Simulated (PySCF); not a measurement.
**Spectroscopy problems**

- geometry from GFN2-xTB
- GIAO PBE0/pcSseg-1 shieldings
- code: PySCF 2.14.0 with density-fitted response routines
- one averaged value for each set of equivalent atoms, one conformer, non-relativistic Hamiltonian, isolated molecule

Chemical shifts δ = σref − σ; TMS for 1H (σref 31.72), 13C (σref 186.93), all at this level. Splittings of carbon signals by F and P are missing where no couplings were computed. Where no couplings were computed, multiplicities follow the n + 1 count of equivalent neighbours, and m marks all less simple cases (inequivalent or close neighbours, rings, F or P nearby). Shifts are as computed. Against solution values, carbons near 30 ppm lie about +3 ppm off and those near 130 ppm about +5 ppm. Of 1211 compounds with measured shifts, 218 miss one by over three times the rms of a fit or turn the order of signals round; such compounds aren't used in these exercises.

(1) C4H13FSi3. 1H NMR (500 MHz, computed): δ 7.00 (m, 1H), 4.58 (q, 2H), 4.28 (t, 2H), 3.95 (m, 2H), 0.28 (t, 3H), 0.14 (t, 3H). 13C{1H} NMR (computed): δ 168.1, 106.7, -5.9, -9.4. Identify the compound.

(2) C7H15N. 1H NMR (400 MHz, computed): δ 7.98 (t, 1H), 3.64 (s, 3H), 2.07 (d, 2H), 1.00 (s, 9H). 13C{1H} NMR (computed): δ 167.0, 42.6, 41.2, 34.8, 31.2. Identify the compound.

Answers

(1) SMILES C(/[SiH2][SiH2]C)(=C\F)[SiH2]C. Rings plus π bonds: 1 (no ring in the answer). 4 carbon signals for 4 carbons: no two carbons are equivalent. Carbon types of the structure: 1 × C, 1 × CH, 2 × CH3, leaving 6 H on heteroatoms. δC 168.1: alkene CH. δC 106.7: fully substituted alkene carbon; the olefinic region. δC -5.9, -9.4: methyl carbon bonded to Si; an electropositive neighbour leaves it electron-rich and shielded. δH 0.28, 0.14: hydrogen on a methyl carbon bonded to Si; an electropositive neighbour shields it, as in TMS itself.

The data come from this structure; uniqueness wasn't tested.

(2) `C/N=C\CC(C)(C)C`. The formula gives 1 degree of unsaturation (no ring in the answer). 5 carbon signals for 7 carbons: some carbons are equivalent by symmetry or fast rotation. Carbon types of the structure: 1 × C, 1 × CH, 1 × CH2, 4 × CH3, which accounts for all hydrogens. δC 167.0: C=N carbon. δC 41.2: methyl carbon bonded to N; deshielded by the electronegative neighbour. δC 34.8: quaternary sp3 carbon; saturated and bonded to C and H only. δC 31.2: methyl carbon; saturated and bonded to C and H only.

The data come from this structure; uniqueness wasn't tested.
